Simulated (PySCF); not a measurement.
An unknown is described by computed data only.

Formula: C8H6O2S.

- 13C NMR: chemical shifts (computed TMS as zero) by class: 146.3 (1 C), 143.5 (1 C), 137.9 (1 C), 137.5 (1 C), 137.0 (1 C), 136.1 (1 C), 131.5 (1 C), 126.6 (1 C) ppm [GIAO PBE0/pcSseg-1]
- NMR, other nuclei: isotropic shieldings of nuclei other than C and H, by class: 144 (2 O), 173 (1 S) ppm [GIAO PBE0/pcSseg-1]
- Rotational structure: rotational constants A, B, C: 2.058, 0.865, 0.689 GHz [GFN2-xTB]
- Dipole: 5.34 D [PBE0/pcSseg-1]
- 1H NMR: chemical shifts (computed TMS as zero) by class: 7.98 (1 H), 7.83 (1 H), 7.78 (1 H), 7.55 (1 H), 7.14 (1 H), 6.88 (1 H) ppm [GIAO PBE0/pcSseg-1]

Gas-phase values; electronic properties from PySCF, density fitting. Levels stand in brackets. Isolated species at its GFN2-xTB geometry, gas phase. Each NMR value is the plain mean over a class of atoms that symmetry, rotation or inversion makes alike.

Q: What is the compound? Reason from the data.

A: Numbering: `[O:1]=[S:2]1(=[O:3])[CH:4]=[CH:5][c:6]2[cH:7][cH:8][cH:9][cH:10][c:11]21`. 8 carbons fall into 8 classes; from least to most shielded: substituted aromatic carbon [C11] (146.3 ppm), alkene CH carbon [C4] (143.5 ppm), aromatic CH carbon [C8] (137.9 ppm), substituted aromatic carbon [C6] (137.5 ppm), alkene CH carbon [C5] (137.0 ppm), aromatic CH carbon [C9] (136.1 ppm), aromatic CH carbon [C7] (131.5 ppm), aromatic CH carbon [C10] (126.6 ppm). Hydrogen classes from least to most shielded: 1 H on an aromatic CH carbon, C10 (7.98 ppm), 1 H on an aromatic CH carbon, C9 (7.83 ppm), 1 H on an aromatic CH carbon, C8 (7.78 ppm), 1 H on an aromatic CH carbon, C7 (7.55 ppm), 1 H on an alkene CH carbon, C5 (7.14 ppm), 1 H on an alkene CH carbon, C4 (6.88 ppm). The other shieldings belong to: 144 ppm, sulfonyl oxygen [O1/O3]; 173 ppm, sulfonyl sulfur [S2]. The optimised geometry has point group Cs and is an asymmetric top. Structure: 1-benzothiophene 1,1-dioxide, `O=S1(=O)C=Cc2ccccc21`. The assignments are read from this structure; whether some other isomer fits the data as well wasn't checked.
